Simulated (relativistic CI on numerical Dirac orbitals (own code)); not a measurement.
## One change at a time: Se¹⁵⁺

Base calculation: Dirac-Coulomb-Breit CI, KLI orbitals optimised for each configuration, model QED, unscaled Slater integrals.

CI space (outside the closed core [Ne]): 3s²3p⁶3d, 3s²3p⁵3d², 3s3p⁶3d², 3s²3p⁶4s, 3s²3p⁶4p, 3s²3p⁶4d, 3s²3p⁶4f, 3s²3p⁵3d4s, 3s²3p⁵3d4p, 3s²3p⁶5s, 3p⁶3d³, 3p⁵3d⁴. Double excitations out of closed p, d and f shells are left out; levels of such configurations are missing from the list, as are those of other unlisted configurations, and high levels can miss mixing partners. These lack a partner that the ground configuration has and come out too high: 3s²3p⁵3d4s, 3s²3p⁵3d4p.

Variants: (1) P86 correlation estimate; (2) QED terms removed. Shifts of the energy above 3s²3p⁶3d ²D3/2, in cm⁻¹, for the lowest level and the first level of each name with at least 55 % of one term (blank where a level changes its place among those of its configuration and J or its character, or is not in the variant):

| Level | Base | Δ(1) | Δ(2) |
| --- | --- | --- | --- |
| 3s²3p⁶3d ²D3/2 | 0 | 0 | 0 |
| 3s²3p⁶3d ²D5/2 | 11054 | 0 | -38 |
| 3s²3p⁵3d² ⁴D°1/2 | 643979 | +1283 | +91 |
| 3s²3p⁵3d² ⁴D°3/2 | 647899 | +1283 | +82 |
| 3s²3p⁵3d² ⁴D°5/2 | 654606 | +1283 | +65 |
| 3s²3p⁵3d² ⁴D°7/2 | 664336 | +1283 | +43 |
| 3s²3p⁵3d² ⁴G°11/2 | 685199 | +1283 | +52 |
| 3s²3p⁵3d² ⁴G°9/2 | 685386 | +1283 | +71 |
| 3s²3p⁵3d² ⁴G°7/2 | 688837 | +1283 | +81 |
| 3s²3p⁵3d² ⁴P°5/2 | 696540 | +1283 | +61 |
| 3s²3p⁵3d² ⁴P°3/2 | 704062 | +1283 | +65 |
| 3s²3p⁵3d² ⁴P°1/2 | 714543 | +1283 | +38 |
| 3s²3p⁵3d² ²D°5/2 | 717375 | +1283 | +44 |
| 3s²3p⁵3d² ⁴F°9/2 | 718897 | +1283 | +38 |

At this charge energies of transitions that change n are usually good to better than 1 %, and those within a shell (Δn = 0) to a few per cent.

Ionisation energy from the two ground configurations alone: base 517.006 eV; P86 correlation estimate 518.617 eV. The NIST ASD value (theoretical) is 517 eV.

LS names give the leading component of a level, which can be under half, so a name can repeat, a term be missing and a line seem to break the LS rules.
